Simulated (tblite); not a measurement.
C7H5O (doublet state).
Geometry (GFN2-xTB, Å), atoms numbered from 1 in this order:
```xyz
13
C7H5O angstrom
O     -2.6904    0.1478   -0.1507
C     -1.3504   -0.0892   -0.1209
C     -0.9080   -1.3714   -0.4346
C      0.4485   -1.6750   -0.4207
C      1.3099   -0.7142   -0.1019
C      0.8606    0.5807    0.2141
C     -0.4384    0.9429    0.2201
C      2.3192    0.3123    0.2465
H     -2.8662    1.0660    0.0869
H     -1.6459   -2.1157   -0.6872
H     -0.7979    1.9355    0.4613
H      2.9404    0.7264   -0.5416
H      2.8143    0.2543    1.2109
```

Computed with GFN2-xTB (tblite): harmonic, unscaled wavenumbers at the GFN2-xTB geometry, gas phase. This tight-binding method is rough: wavenumbers can miss measured ones by several per cent, in bad cases by 10 to 20. One conformer, not necessarily the lowest. Open shells enter through the occupations alone, without spin polarisation, and single modes of such species can be off by tens of per cent.

Harmonic wavenumbers (cm⁻¹): 169.1, 251.2, 351.4, 364.1, 373.4, 453.9, 457.5, 506.9, 600.3, 632.0, 789.9, 833.1, 837.9, 926.4, 953.6, 973.2, 986.8, 1055.0, 1063.6, 1128.2, 1172.4, 1217.3, 1330.9, 1400.7, 1428.7, 1444.9, 1674.3, 1737.4, 2998.5, 3007.9, 3025.0, 3104.4, 3514.8.

A = 5458, B = 1836, C = 1386 MHz; mass 105.034 u (most abundant isotopes); point group Cs, symmetry number 1; spin multiplicity 2.

Q: What is the zero-point energy?

A: ½Σν̃ = 20382 cm⁻¹ = 58.28 kcal/mol.

Q: Entropy at 400 K, 1 bar (ideal gas, RRHO, classical rotation)?

A: Translation 41.35, rotation 28.41, vibration 18.78, spin (R ln 2) 1.38: S = 89.9 cal/(mol K).

Q: And Cp and H(400 K) − H(0)?

A: Cp = 35.15 cal/(mol K), of which vibrations give 27.20 (their classical limit is 33 R = 65.6); H(400 K) − H(0) = 7.91 kcal/mol without the zero-point energy, 4.73 from vibrations.

Q: Which modes carry the vibrational entropy at 400 K?

A: 169.1 cm⁻¹: 3.01; 251.2 cm⁻¹: 2.25; 351.4 cm⁻¹: 1.65; 364.1 cm⁻¹: 1.59; 373.4 cm⁻¹: 1.54; 453.9 cm⁻¹: 1.22 cal/(mol K); the other 27 give 7.52 together.

Q: What must be added to the electronic energy to get the Gibbs energy at 400 K and 1 bar?

A: ZPE + [H(400 K) − H(0)] − T·S = 58.28 + 7.91 − 35.97 = 30.22 kcal/mol.

Hindered rotation and anharmonicity are outside this model. Other conformers, if any are populated, would add a mixing term that is left out.
